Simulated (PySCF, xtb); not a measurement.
ClGe, SMILES [Cl][Ge] (connectivity only; charge and spin as stated), charge +1, multiplicity 1.

GFN2-xTB in xtb at its own geometry gives an orbital gap of 4.22 eV.

Geometry optimised at B3LYP-D3(BJ)/def2-TZVP. The multiplicity is an assumed one; other spin states were not compared.

Question: What does PySCF with ωB97X/def2-TZVPD give? (Estimate from the structure and the level; the computed values follow.)

Answer: gap 10.90 eV (levels -18.36 and -7.47 eV).
